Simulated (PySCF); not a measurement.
Vertical excitations of a molecule C5H10O from TDA-ωB97X/def2-SVPD (PySCF), as energy in eV (oscillator strength): 6.91 (0.085), 7.15 (0.497), 7.61 (0.017), 8.00 (0.005), 8.42 (0.006), 8.64 (0.018). Lowest triplet (TDA): 4.22 eV. Coordinates come from a B3LYP-D3(BJ)/def2-SVP optimisation. Other conformers were not sampled.

Problem. Identify the compound among the candidates.
A. C[C@@H]1CCCO1
B. C[C@@H]1C[C@@H](C)O1
C. C=COC(C)C
D. COC1CCC1

Solution. C, C=COC(C)C
